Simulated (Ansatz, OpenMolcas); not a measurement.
**Ansatz → OpenMolcas**

This Ansatz 0.2.0 job computes CH3In (SMILES C[In]):

input.yaml:
```yaml
basis:
  gaussian: {orbitals: def2-SVPD}
crystal:
  periodic: [false, false, false]
  atoms:
    - {symbol: C, position_ang: [-0.182770, 0.073150, -0.070580]}
    - {symbol: In, position_ang: [1.772750, -0.709460, 0.684610]}
    - {symbol: H, position_ang: [-0.972960, -0.040920, 0.680150]}
    - {symbol: H, position_ang: [-0.502560, -0.460530, -0.972760]}
    - {symbol: H, position_ang: [-0.114460, 1.137770, -0.321410]}
hamiltonian: {xc: {name: revPBE}}
accuracy: high
output: {orbitals: {seedname: orbitals}}
```

```bash
$ ansatz run input.yaml --threads 1 --pin off --max-ram 3480MiB --events-out events.jsonl --progress --plain --runs-dir runs
```

Geometry: relaxed at PBE0-D4/def2-TZVP.

It gives a total energy of -230.046360 Eh.

Problem. Translate the job to OpenMolcas 26.06 as an input file of the program's own, asking for the gradient.

Solution. One way, which was run:

mol.xyz:
```
5

C     -0.182770     0.073150    -0.070580
In     1.772750    -0.709460     0.684610
H     -0.972960    -0.040920     0.680150
H     -0.502560    -0.460530    -0.972760
H     -0.114460     1.137770    -0.321410
```

run.input:
```
* CH3In Kohn-Sham DFT
&GATEWAY
BasLib = $CurrDir
Coord = mol.xyz
Basis = def2-SVPD
Group = NoSym
&SEWARD
GridInput
Grid=UltraFine
End of Grid
&SCF
KSDFT = revPBE
Thresholds = 1e-10 1e-07 1e-07 1e-05
PrOrbitals = 1
&ALASKA
```

```bash
$ export MOLCAS_MEM=1860
$ pymolcas run.input > run.log
```

(Basis files named in the input come from the Basis Set Exchange and aren't shown.)

Its energy is -230.046359 Eh, the same as the first but for the last digit, at most.
